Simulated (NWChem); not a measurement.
Molecule: digermane (Ge₂H₆); SMILES [GeH3][GeH3]

All runs: NWChem. Pople sets run with spherical d functions. Medium grid unless said otherwise, to which SCAN and Minnesota functionals are sensitive. Geometry: optimised at B3LYP/6-31G* (spherical d). Hybrids' shares of exact exchange are those that their runs print; pure functionals count as 0. The functionals differ in more than this share.

```csv
row,share of exact exchange,highest occupied level (eV)
PBE/6-31G*,0.00,-7.01
PW91/6-31G*,0.00,-7.06
B3LYP/6-31G*,0.20,-7.87
r2SCAN0/6-31G*,0.25,withheld
BHandHLYP/6-31G*,0.50,-9.05
```

Task: Fit a straight line of the last column on the one before it, predict the withheld value, and compare with the run.

Result: 
1. Means of the 4 shown rows: x = 0.175, y = -7.748. Slope Σ(x − x̄)(y − ȳ)/Σ(x − x̄)² = -0.6758/0.1675 = -4.034; intercept -7.042.
2. The shown rows scatter about the line by 0.022 (root mean square); the largest residual is +0.03, at PBE/6-31G*.
3. At x = 0.25 (r2SCAN0/6-31G*; inside the shown range) the line gives -8.05.
4. The run gives -8.28, -0.23 from the line, 10.6 times the scatter.
